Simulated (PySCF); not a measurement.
Isomers C8H11P:

A. `CCc1ccc(C)cp1`
B. SMILES C=Cc1c(C)ccp1C
C. `c1cc(PC)cc(C)c1`

Spectrum 1. 1H NMR (500 MHz, computed): δ 7.65 (m, 1H), 7.49 (m, 1H), 7.46 (m, 1H), 7.34 (m, 1H), 4.14 (m, 1H), 2.49 (s, 3H), 1.33 (m, 3H). 13C{1H} NMR (computed): δ 147.9 (C), 143.4 (C), 137.9 (CH), 134.8 (CH), 134.3 (CH), 133.3 (CH), 24.0 (CH3), 13.9 (CH3).

Spectrum 2. 1H NMR (500 MHz, computed): δ 7.11 (m, 1H), 7.07 (m, 1H), 7.03 (m, 1H), 5.71 (m, 1H), 5.34 (m, 1H), 2.27 (s, 3H), 1.28 (m, 3H). 13C{1H} NMR (computed): δ 159.0 (C), 148.9 (CH), 148.6 (CH), 148.4 (C), 137.9 (CH), 121.0 (CH2), 17.0 (CH3), 15.9 (CH3).

Spectrum 3. 1H NMR (500 MHz, computed): δ 8.88 (m, 1H), 7.98 (m, 1H), 7.60 (m, 1H), 3.02 (m, 2H), 2.64 (s, 3H), 1.28 (t, 3H). 13C{1H} NMR (computed): δ 186.5 (C), 164.7 (CH), 145.2 (C), 138.9 (CH), 135.9 (CH), 38.1 (CH2), 27.9 (CH3), 25.7 (CH3).

PySCF calculation with GIAO PBE0/pcSseg-1 shieldings and GFN2-xTB geometry; non-relativistic Hamiltonian, one conformer, no solvent, averaged over atoms made equivalent by symmetry, fast rotation or ring inversion.

Scale: TMS for 1H (31.72 ppm) and 13C (186.93 ppm) (reference shieldings calculated alike). Splittings of carbon signals by F and P are missing where no couplings were computed. Where no couplings were computed, multiplicities follow the n + 1 count of equivalent neighbours, and m marks all less simple cases (inequivalent or close neighbours, rings, F or P nearby). Shifts are as computed. Against solution values, carbons near 30 ppm lie about +3 ppm off and those near 130 ppm about +5 ppm. Of 1211 compounds with measured shifts, 218 miss one by over three times the rms of a fit or turn the order of signals round; such compounds aren't used in these exercises.

Problem. Which spectrum belongs to which compound?

Solution. 1–C, 2–B, 3–A.

- Spectrum 1 (C): 8 13C signals; δC 137.9 is an aromatic CH; δC 134.8 is an aromatic CH.
- Spectrum 2 (B): 8 13C signals; δC 137.9 is an alkene CH; δC 121.0 is a terminal =CH2 carbon.
- Spectrum 3 (A): 8 13C signals; δC 138.9 is an aromatic CH; δC 135.9 is an aromatic CH.
